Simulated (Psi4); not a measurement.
Input for Psi4: SAPT0/jun-cc-pV(D+d)Z on FH3S (a complex), monomers drawn apart or pushed together.

```
memory 1800 MB

molecule dimer {
0 1
F    -0.32197108    1.22989124    0.10261259
H    -0.03851373    0.65189799    0.78659770
--
0 1
S     0.83244037   -1.80802853    3.86394429
H     0.25432575   -1.00340482    4.77155048
H    -0.28641981   -2.53380890    3.70030706
units angstrom
symmetry c1
no_reorient
no_com
}

set {
  basis jun-cc-pV(D+d)Z
  scf_type df
  freeze_core true
}

energy('sapt0')
```

It printed:

```
[...]
==> Input File <==

--------------------------------------------------------------------------
memory 1800 MB

molecule dimer {
0 1
F    -0.32197108    1.22989124    0.10261259
H    -0.03851373    0.65189799    0.78659770
--
0 1
S     0.83244037   -1.80802853    3.86394429
H     0.25432575   -1.00340482    4.77155048
H    -0.28641981   -2.53380890    3.70030706
units angstrom
symmetry c1
no_reorient
no_com
}

set {
  basis jun-cc-pV(D+d)Z
  scf_type df
  freeze_core true
}

energy('sapt0')
--------------------------------------------------------------------------


   => Loading Basis Set <=

    Name: JUN-CC-PV(D+D)Z
    Role: ORBITAL
    Keyword: BASIS
    atoms 1      entry F          line   290 file jun-cc-pv_dpd_z.gbs
    atoms 2, 4-5 entry H          line    60 file jun-cc-pv_dpd_z.gbs
    atoms 3      entry S          line   698 file jun-cc-pv_dpd_z.gbs

   => Loading Basis Set <=

    Name: JUN-CC-PV(D+D)Z
    Role: ORBITAL
    Keyword: BASIS
    atoms 1      entry F          line   290 file jun-cc-pv_dpd_z.gbs
    atoms 2, 4-5 entry H          line    60 file jun-cc-pv_dpd_z.gbs
    atoms 3      entry S          line   698 file jun-cc-pv_dpd_z.gbs


  //>>>>>>>>>>>>>>>>>>>>>>>>>>>>>>>>>>>//
  //              Dimer HF             //
  //<<<<<<<<<<<<<<<<<<<<<<<<<<<<<<<<<<<//

   => Libint2 <=

    Primary   basis highest AM E, G, H:  7, 6, 3
    Auxiliary basis highest AM E, G, H:  7, 7, 4
    Onebody   basis highest AM E, G, H:  -, -, -
    Solid Harmonics ordering:            Gaussian


   => Loading Basis Set <=

    Name: JUN-CC-PV(D+D)Z
    Role: ORBITAL
    Keyword: BASIS
    atoms 1      entry F          line   290 file jun-cc-pv_dpd_z.gbs
    atoms 2, 4-5 entry H          line    60 file jun-cc-pv_dpd_z.gbs
    atoms 3      entry S          line   698 file jun-cc-pv_dpd_z.gbs


         ---------------------------------------------------------
                                   SCF
               by Justin Turney, Rob Parrish, Andy Simmonett
                          and Daniel G. A. Smith
                              RHF Reference
                        1 Threads,   1716 MiB Core
         ---------------------------------------------------------

  ==> Geometry <==

    Molecular point group: c1
    Full point group: C1

    Geometry (in Angstrom), charge = 0, multiplicity = 1:

       Center              X                  Y                   Z               Mass
    ------------   -----------------  -----------------  -----------------  -----------------
         F           -0.321971080000     1.229891240000     0.102612590000    18.998403162730
         H           -0.038513730000     0.651897990000     0.786597700000     1.007825032230
         S            0.832440370000    -1.808028530000     3.863944290000    31.972071174400
         H            0.254325750000    -1.003404820000     4.771550480000     1.007825032230
         H           -0.286419810000    -2.533808900000     3.700307060000     1.007825032230

  Running in c1 symmetry.

  Rotational constants: A =      0.54886  B =      0.02588  C =      0.02484 [cm^-1]
  Rotational constants: A =  16454.41693  B =    775.93211  C =    744.65312 [MHz]
  Nuclear repulsion =   37.447444117565176

  Charge       = 0
  Multiplicity = 1
  Electrons    = 28
  Nalpha       = 14
  Nbeta        = 14

  ==> Algorithm <==

  SCF Algorithm Type is DF.
  DIIS enabled.
  MOM disabled.
  Fractional occupation disabled.
  Guess Type is SAD.
  Energy threshold   = 1.00e-08
  Density threshold  = 1.00e-08
  Integral threshold = 1.00e-12

  ==> Primary Basis <==

  Basis Set: JUN-CC-PV(D+D)Z
    Blend: JUN-CC-PV(D+D)Z
    Number of shells: 28
    Number of basis functions: 60
    Number of Cartesian functions: 63
    Spherical Harmonics?: true
    Max angular momentum: 2

   => Loading Basis Set <=

    Name: (JUN-CC-PV(D+D)Z AUX)
    Role: JKFIT
    Keyword: DF_BASIS_SCF
    atoms 1      entry F          line   314 file jun-cc-pvdz-jkfit.gbs
    atoms 2, 4-5 entry H          line    70 file jun-cc-pvdz-jkfit.gbs
    atoms 3      entry S          line   666 file jun-cc-pvdz-jkfit.gbs

  ==> Integral Setup <==

  DFHelper Memory: AOs need 0.007 GiB; user supplied 1.257 GiB.
  SCF_SUBTYPE=INCORE selected. In-core MEM_DF algorithm will be used.
  Using in-core AOs.

  ==> MemDFJK: Density-Fitted J/K Matrices <==

    J tasked:                   Yes
    K tasked:                   Yes
    wK tasked:                   No
    OpenMP threads:               1
    Algorithm:                 Core
    Schwarz Cutoff:           1E-12
    Mask sparsity (%):      13.2778
    Fitting Condition:        1E-10

   => Auxiliary Basis Set <=

  Basis Set: (JUN-CC-PV(D+D)Z AUX)
    Blend: JUN-CC-PVDZ-JKFIT
    Number of shells: 93
    Number of basis functions: 269
    Number of Cartesian functions: 306
    Spherical Harmonics?: true
    Max angular momentum: 3

  Minimum eigenvalue in the overlap matrix is 1.4290443674E-02.
  Reciprocal condition number of the ove
[...]
    49A      4.991154    50A      5.032963    51A      5.159347
      52A      5.743830    53A      5.743830    54A      6.015632
      55A      6.015654    56A      6.668768    57A      7.078650
      58A      7.079237    59A      7.880783    60A     42.847156

    Final Occupation by Irrep:
              A
    DOCC [     9 ]
    NA   [     9 ]
    NB   [     9 ]

  @DF-RHF Final Energy:  -398.70096274040992

   => Energetics <=

    Nuclear Repulsion Energy =             12.8748838868618680
    One-Electron Energy =                -576.4406499612250627
    Two-Electron Energy =                 164.8648033339532333
    Total Energy =                       -398.7009627404099774

Computation Completed


Properties will be evaluated at   0.000000,   0.000000,   0.000000 [a0]

Properties computed using the SCF density matrix


 Multipole Moments:

 ------------------------------------------------------------------------------------
     Multipole            Electronic (a.u.)      Nuclear  (a.u.)        Total (a.u.)
 ------------------------------------------------------------------------------------

 L = 1.  Multiply by 2.5417464519 to convert [e a0] to [Debye]
 Dipole X            :        -25.5858737           25.1087001           -0.4771736
 Dipole Y            :         61.3734463          -61.3512252            0.0222212
 Dipole Z            :       -132.6291107          132.8382341            0.2091234
 Magnitude           :                                                    0.5214605

 ------------------------------------------------------------------------------------

  Constructing Basis Sets for SAPT...

   => Loading Basis Set <=

    Name: (JUN-CC-PV(D+D)Z AUX)
    Role: RIFIT
    Keyword: DF_BASIS_SAPT
    atoms 1      entry F          line   232 file jun-cc-pvdz-ri.gbs
    atoms 2, 4-5 entry H          line    30 file jun-cc-pvdz-ri.gbs
    atoms 3      entry S          line   488 file jun-cc-pvdz-ri.gbs

   => Loading Basis Set <=

    Name: (JUN-CC-PV(D+D)Z AUX)
    Role: JKFIT
    Keyword: DF_BASIS_ELST
    atoms 1      entry F          line   314 file jun-cc-pvdz-jkfit.gbs
    atoms 2, 4-5 entry H          line    70 file jun-cc-pvdz-jkfit.gbs
    atoms 3      entry S          line   666 file jun-cc-pvdz-jkfit.gbs


  //>>>>>>>>>>>>>>>>>>>>>>>>>>>>>>>>>>>//
  //               SAPT0               //
  //<<<<<<<<<<<<<<<<<<<<<<<<<<<<<<<<<<<//



        SAPT0
    Ed Hohenstein
     6 June 2009

      Orbital Information
  --------------------------
    NSO        =        60
    NMO        =        60
    NRI        =       192
    NRI (Elst) =       269
    NOCC A     =         5
    NOCC B     =         9
    FOCC A     =         1
    FOCC B     =         5
    NVIR A     =        55
    NVIR B     =        51

    Elst10,r            =    -0.001696561401 [Eh]
    Exch10              =     0.000050653944 [Eh]
    Exch10 (S^2)        =     0.000050650931 [Eh]

    Maxiter = 50
    CPHF R converge = 1.000000E-08

    Iter     Energy [mEh]          dE [mEh]         Residual      Time [s]
       1      -0.00602103       0.006021027     7.429124e-04             0
       2      -0.00691247       0.000891448     3.666419e-04             0
       3      -0.00771433       0.000801855     6.709299e-05             0
       4      -0.00769950      -0.000014828     1.564042e-05             0
       5      -0.00768749      -0.000012008     1.790053e-06             1
       6      -0.00768951       0.000002013     3.648947e-07             1
       7      -0.00768926      -0.000000245     7.433777e-08             1
       8      -0.00768928       0.000000022     1.396779e-08             1
       9      -0.00768928       0.000000000     1.808474e-09             1

    CHF Iterations converged

    Maxiter = 50
    CPHF R converge = 1.000000E-08

    Iter     Energy [mEh]          dE [mEh]         Residual      Time [s]
       1      -0.10586334       0.105863335     2.149052e-03             0
       2      -0.12705777       0.021194431     1.183306e-03             0
       3      -0.13482106       0.007763290     9.385826e-05             0
       4      -0.13410761      -0.000713446     1.739590e-05             0
       5      -0.13414314       0.000035533     6.848265e-06             0
       6      -0.13415052       0.000007374     1.886264e-06             0
       7      -0.13414605      -0.000004464     2.657451e-07             0
       8      -0.13414643       0.000000379     4.337013e-08             0
       9      -0.13414640      -0.000000035     8.401362e-09             0

    CHF Iterations converged

    Ind20,r (A<-B)      =    -0.000007689282 [Eh]
    Ind20,r (B<-A)      =    -0.000134146397 [Eh]
    Ind20,r             =    -0.000141835679 [Eh]
    Exch-Ind20,r (A<-B) =     0.000000149580 [Eh]
    Exch-Ind20,r (B<-A) =     0.000020771326 [Eh]
    Exch-Ind20,r        =     0.000020920906 [Eh]
    Disp20              =    -0.000104222955 [Eh]
    Disp20 (SS)         =    -0.000052111478 [Eh]
    Disp20 (OS)         =    -0.000052111478 [Eh]
    Exch-Disp20         =     0.000002584191 [Eh]
    Exch-Disp20 (SS)    =     0.000001480342 [Eh]
    Exch-Disp20 (OS)    =     0.000001103849 [Eh]

    SAPT Results
  --------------------------------------------------------------------------------------------------------
    Electrostatics                 -1.69656140 [mEh]      -1.06460835 [kcal/mol]      -4.45432134 [kJ/mol]
      Elst10,r                     -1.69656140 [mEh]      -1.06460835 [kcal/mol]      -4.45432134 [kJ/mol]

    Exchange                        0.05065394 [mEh]       0.03178583 [kcal/mol]       0.13299191 [kJ/mol]
      Exch10                        0.05065394 [mEh]       0.03178583 [kcal/mol]       0.13299191 [kJ/mol]
      Exch10(S^2)                   0.05065093 [mEh]       0.03178394 [kcal/mol]       0.13298400 [kJ/mol]

    Induction                      -0.13415269 [mEh]      -0.08418208 [kcal/mol]      -0.35221783 [kJ/mol]
      Ind20,r                      -0.14183568 [mEh]      -0.08900323 [kcal/mol]      -0.37238953 [kJ/mol]
      Exch-Ind20,r                  0.02092091 [mEh]       0.01312807 [kcal/mol]       0.05492783 [kJ/mol]
      delta HF,r (2)               -0.01323791 [mEh]      -0.00830692 [kcal/mol]      -0.03475614 [kJ/mol]

    Dispersion                     -0.10163876 [mEh]      -0.06377929 [kcal/mol]      -0.26685254 [kJ/mol]
      Disp20                       -0.10422296 [mEh]      -0.06540089 [kcal/mol]      -0.27363733 [kJ/mol]
      Exch-Disp20                   0.00258419 [mEh]       0.00162160 [kcal/mol]       0.00678479 [kJ/mol]
      Disp20 (SS)                  -0.05211148 [mEh]      -0.03270045 [kcal/mol]      -0.13681867 [kJ/mol]
      Disp20 (OS)                  -0.05211148 [mEh]      -0.03270045 [kcal/mol]      -0.13681867 [kJ/mol]
      Exch-Disp20 (SS)              0.00148034 [mEh]       0.00092893 [kcal/mol]       0.00388664 [kJ/mol]
      Exch-Disp20 (OS)              0.00110385 [mEh]       0.00069268 [kcal/mol]       0.00289816 [kJ/mol]

  Total HF                         -1.78006014 [mEh]      -1.11700460 [kcal/mol]      -4.67354727 [kJ/mol]
  Total SAPT0                      -1.88169891 [mEh]      -1.18078389 [kcal/mol]      -4.94039980 [kJ/mol]

  Special recipe for scaled SAPT0 (see Manual):
    Electrostatics sSAPT0          -1.69656140 [mEh]      -1.06460835 [kcal/mol]      -4.45432134 [kJ/mol]
    Exchange sSAPT0                 0.05065394 [mEh]       0.03178583 [kcal/mol]       0.13299191 [kJ/mol]
    Induction sSAPT0               -0.13414895 [mEh]      -0.08417974 [kcal/mol]      -0.35220803 [kJ/mol]
    Dispersion sSAPT0              -0.10163830 [mEh]      -0.06377900 [kcal/mol]      -0.26685133 [kJ/mol]
  Total sSAPT0                     -1.88169471 [mEh]      -1.18078126 [kcal/mol]      -4.94038879 [kJ/mol]
  --------------------------------------------------------------------------------------------------------



*** Psi4 exiting successfully. Buy a developer a beer!
```

The run finished.

Cost: about 6 core-seconds (a rough figure).
